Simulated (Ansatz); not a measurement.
`CC(=O)SCCCCn1c2ccccc2c2ccccc21` was relaxed with PBE-D4 (def2-SVP) in Ansatz in these states: charge +1 doublet, charge -1 doublet, neutral singlet. The geometries follow in no particular order.

A:

```xyz
40

C    -2.5099    3.8237   -5.2885
C    -2.0569    2.7318   -4.3572
O    -0.9181    2.3361   -4.2209
S    -3.4307    2.0128   -3.3746
C    -2.4826    0.7500   -2.4744
C    -1.7420    1.3228   -1.2569
C    -0.9463    0.2395   -0.5244
C    -0.1344    0.8266    0.6463
N     0.6372   -0.1918    1.3387
C     1.9050   -0.6249    0.9672
C     2.7382   -0.1370   -0.0586
C     3.9882   -0.7521   -0.2189
C     4.3864   -1.8144    0.6176
C     3.5428   -2.2998    1.6446
C     2.2939   -1.7045    1.8211
C     1.1815   -1.9244    2.7414
C     0.9484   -2.8122    3.7915
C    -0.2838   -2.7368    4.4826
C    -1.2664   -1.7896    4.1302
C    -1.0531   -0.8858    3.0797
C     0.1765   -0.9663    2.3970
H    -1.6435    4.1981   -5.8637
H    -2.9662    4.6546   -4.7119
H    -3.2871    3.4398   -5.9805
H    -1.7624    0.3117   -3.1954
H    -3.2181   -0.0266   -2.1829
H    -2.4685    1.8025   -0.5670
H    -1.0534    2.1182   -1.6103
H    -0.2481   -0.2620   -1.2283
H    -1.6249   -0.5493   -0.1345
H    -0.8015    1.3149    1.3838
H     0.5676    1.6032    0.2833
H     2.4310    0.6907   -0.7135
H     4.6665   -0.3988   -1.0087
H     5.3736   -2.2763    0.4691
H     3.8716   -3.1299    2.2869
H     1.7027   -3.5582    4.0817
H    -0.4785   -3.4319    5.3126
H    -2.2138   -1.7568    4.6872
H    -1.8212   -0.1478    2.8084
```

B:

| atom | x (Å) | y (Å) | z (Å) |
| --- | --- | --- | --- |
| C1 | -4.570 | -5.303 | 1.169 |
| C2 | -3.904 | -4.139 | 0.482 |
| O3 | -4.247 | -2.954 | 0.608 |
| S4 | -2.413 | -4.639 | -0.463 |
| C5 | -1.823 | -2.978 | -0.929 |
| C6 | -0.984 | -2.293 | 0.151 |
| C7 | -0.399 | -0.956 | -0.309 |
| C8 | 0.425 | -0.262 | 0.785 |
| N9 | 1.042 | 0.972 | 0.363 |
| C10 | 0.450 | 2.234 | 0.424 |
| C11 | -0.807 | 2.597 | 0.921 |
| C12 | -1.160 | 3.973 | 0.880 |
| C13 | -0.270 | 4.929 | 0.348 |
| C14 | 0.987 | 4.562 | -0.157 |
| C15 | 1.370 | 3.191 | -0.128 |
| C16 | 2.533 | 2.464 | -0.546 |
| C17 | 3.768 | 2.823 | -1.158 |
| C18 | 4.706 | 1.817 | -1.440 |
| C19 | 4.451 | 0.462 | -1.137 |
| C20 | 3.226 | 0.074 | -0.530 |
| C21 | 2.296 | 1.079 | -0.240 |
| H22 | -5.675 | -5.182 | 1.122 |
| H23 | -4.299 | -5.343 | 2.254 |
| H24 | -4.287 | -6.276 | 0.715 |
| H25 | -2.733 | -2.378 | -1.141 |
| H26 | -1.248 | -3.103 | -1.870 |
| H27 | -0.164 | -2.976 | 0.467 |
| H28 | -1.633 | -2.141 | 1.041 |
| H29 | -1.212 | -0.270 | -0.632 |
| H30 | 0.254 | -1.107 | -1.197 |
| H31 | 1.226 | -0.946 | 1.144 |
| H32 | -0.218 | -0.050 | 1.667 |
| H33 | -1.505 | 1.847 | 1.321 |
| H34 | -2.143 | 4.290 | 1.263 |
| H35 | -0.572 | 5.990 | 0.327 |
| H36 | 1.669 | 5.320 | -0.573 |
| H37 | 3.980 | 3.875 | -1.405 |
| H38 | 5.663 | 2.089 | -1.915 |
| H39 | 5.204 | -0.305 | -1.377 |
| H40 | 3.018 | -0.983 | -0.304 |

C:

```xyz
40

C    -2.8623    1.6260    6.2372
C    -2.1054    1.6730    4.9268
O    -0.9471    1.3273    4.7865
S    -3.1078    2.3095    3.5637
C    -1.8798    2.1651    2.2185
C    -1.7582    0.7506    1.6536
C    -0.7408    0.6662    0.5125
C    -0.5837   -0.7663   -0.0145
N     0.3594   -0.8862   -1.1056
C     1.7303   -1.0822   -0.9717
C     2.4970   -1.2495    0.1944
C     3.8765   -1.4468    0.0435
C     4.4828   -1.4731   -1.2328
C     3.7161   -1.2989   -2.3919
C     2.3291   -1.0984   -2.2712
C     1.2568   -0.8829   -3.2217
C     1.1976   -0.7932   -4.6241
C    -0.0390   -0.5656   -5.2412
C    -1.2146   -0.4252   -4.4698
C    -1.1860   -0.5101   -3.0709
C     0.0558   -0.7457   -2.4558
H    -2.1854    1.2651    7.0331
H    -3.7364    0.9488    6.1529
H    -3.2497    2.6319    6.4966
H    -0.9104    2.5065    2.6356
H    -2.2025    2.8919    1.4450
H    -2.7552    0.4033    1.3037
H    -1.4538    0.0689    2.4761
H     0.2502    1.0330    0.8574
H    -1.0442    1.3295   -0.3270
H    -1.5641   -1.1578   -0.3592
H    -0.2556   -1.4399    0.8053
H     2.0398   -1.2228    1.1944
H     4.4998   -1.5802    0.9409
H     5.5690   -1.6293   -1.3130
H     4.1903   -1.3166   -3.3852
H     2.1129   -0.8998   -5.2264
H    -0.0989   -0.4923   -6.3374
H    -2.1748   -0.2421   -4.9761
H    -2.1077   -0.3917   -2.4824
```

**Question.** Judge from the bond lengths which geometry belongs to which state (an estimate).

**Answer.** A is the charge +1 doublet (C16–C17 1.395 Å, C14–C15 1.395 Å, C2–S4 1.836 Å); B is the charge -1 doublet (C16–C17 1.424 Å, C14–C15 1.424 Å, C2–S4 1.835 Å); C is the neutral singlet (C16–C17 1.407 Å, C14–C15 1.407 Å, C2–S4 1.808 Å).

At PBE-D4/def2-SVP the gap within one spin of the relaxed charge 1 doublet nearly closes, so an electron or hole may be smeared out by delocalisation error. At PBE-D4/def2-SVP the gap within one spin of the relaxed charge -1 doublet nearly closes, so an electron or hole may be smeared out by delocalisation error. At PBE-D4/def2-SVP the highest occupied level of the relaxed charge -1 doublet lies above zero (up to 1.56 eV). Energy differences disagree on whether the electron is bound (positive means bound): -0.17 eV (each at its own geometry, to the charge 0 singlet, at PBE0-D4/def2-TZVP), but 0.27 eV at PBE-D4/def2-TZVP.
